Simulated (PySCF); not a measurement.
# Substituent chemical shifts

Parent skeleton `[CH2+:1][c:2]1[cH:3][cH:4][cH:5][cH:6][cH:7]1`; one hydrogen on atom 4 is replaced by X. Hydrogens on one atom are averaged.

PySCF 2.14 calculation with geometry: GFN2-xTB and shielding tensors at PBE0/pcSseg-1 (GIAO); no solvent model, fast rotation and ring inversion assumed for equivalent nuclei, no relativistic terms, one conformer.

References, each an isolated molecule treated in the same way: TMS for ¹³C (186.93 ppm) and ¹H (31.72 ppm).

Parent (X = H): C1 212.0, C2 147.9, C3 164.8, C4 141.9, C5 177.8, C6 141.9, C7 164.8, H(C1) 9.57, H(C3) 8.96 ppm. Effects are Δδ = δ(X) − δ(H), positive for deshielding.

Problem. Order these by the shift of C4, most shielded first.
A. X = CHF2
B. X = SOCH3
C. X = C(S)CH3

Solution. C (+8.9 ppm), A (+11.3 ppm), B (+32.3 ppm).

Problem. Order these by the shift of C3, most shielded first.
A. X = NMe2
B. X = CHF2
C. X = C(S)CH3

Solution. A (-33.8 ppm), C (-22.6 ppm), B (-3.9 ppm).
